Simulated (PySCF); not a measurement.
Spinor energies of Sc³⁺ (scandium, charge +3)

Start: [Ar]. Calculated with PySCF 2.14 in x2c-QZVPPall-2c (11s9p5d3f2g, 102 functions): generalised Hartree-Fock with the X2C-1e Hamiltonian and a Gaussian nucleus; one run each with spin-orbit coupling (SO) switched off, then screened by Boettger's factors.

```tsv
spinor shell	electrons	ε, spin-free (eV)	ε, screened SO (eV)	weight of nominal j (screened SO)	rms radius, screened SO (bohr)
1s1/2	2	-4572.3	-4572.3	1.000	0.0844
2s1/2	2	-557.47	-557.46	1.000	0.370
2p1/2	2	-460.13	-463.35	1.000	0.338
2p3/2	4	-460.13	-458.54	1.000	0.340
3s1/2	2	-101.83	-101.83	1.000	1.13
3p1/2	2	-73.687	-74.071	1.000	1.22
3p3/2	4	-73.687	-73.497	1.000	1.23
```

```json
{"quantity": "E (hartree)", "spin-free": "-761.76918", "screened SO": "-761.77410"}
{"quantity": "M_J", "spin-free": "0", "screened SO": "0"}
{"quantity": "⟨J²⟩", "spin-free": "0.000", "screened SO": "0.000"}
{"quantity": "⟨L²⟩", "spin-free": "0.000", "screened SO": "0.000"}
{"quantity": "⟨S²⟩", "spin-free": "0.000", "screened SO": "0.000"}
```

Without spin-orbit coupling the j labels of p, d and f shells carry no meaning; the spin-free column gives the mean over the occupied spinors of each nl shell.
